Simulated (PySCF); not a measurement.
Computed shifts of a molecule C₃H₈O₂Si, B3LYP/pcSseg-1 in PySCF, GIAO, gas phase, equivalent atoms averaged, in ppm (number of nuclei): ¹³C: 79.2 (1), 77.5 (1), 25.8 (1). ²⁹Si: 0.1 (1). ¹H: 5.30 (1), 5.19 (1), 4.62 (1), 4.61 (1), 3.98 (1), 1.38 (1), 0.87 (1), 0.26 (1). References: ¹⁷O against H2O (σ = 333.8 ppm); ¹³C against TMS (σ = 181.3 ppm); ²⁹Si against TMS (σ = 338.7 ppm); ¹H against TMS (σ = 31.68 ppm), references at their B3LYP-D3(BJ)/def2-TZVP geometries, non-relativistic. The structure is a stationary point at PBE0-D3(BJ)/def2-SVP. Other conformers were not sampled.

Problem. Which molecule gave these data?
(A) CC1(C)O[SiH2]O1
(B) CC(=O)[Si@H](C)O
(C) C[C@@H]1O[SiH2][C@H]1O
(D) O[C@H]1CO[SiH2]C1

Solution. D, O[C@H]1CO[SiH2]C1
